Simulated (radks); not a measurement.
The numbers below are computed, except where a source is named.
Spherical quantum dot in the effective-mass picture: electrons in a hard-walled sphere of radius 5.81, with a point charge +1 (a donor) at the centre, all in effective atomic units (hartree* = m*/eps^2 hartree, bohr* = eps/m* bohr), one dielectric constant everywhere. Level of theory: non-relativistic Kohn-Sham, PBE, spin-polarised, spherical densities (a radial shooting solver with Libxc functionals). Levels are named by radial order and angular momentum (1s, 1p, 1d, 2s, ...), and open shells are averaged over m. Results are scaled to m* = 0.25 and eps = 4.5, for which hartree* = 335.9 meV and bohr* = 0.9525 nm.

N = 4, configuration 1s2 1p(up 2, down 0). This is the lowest configuration that the search found. Occupied levels:

| level | occupation | eigenvalue (meV) | <r> (nm) |
|---|---|---|---|
| 1s up | 1 | 211.30 | 2.352 |
| 1s down | 1 | 218.61 | 2.023 |
| 1p up | 2 | 273.98 | 3.408 |

Energy (meV): total 245.520, kinetic 378.50, external -657.74, Hartree 819.26, exchange-correlation -294.49.
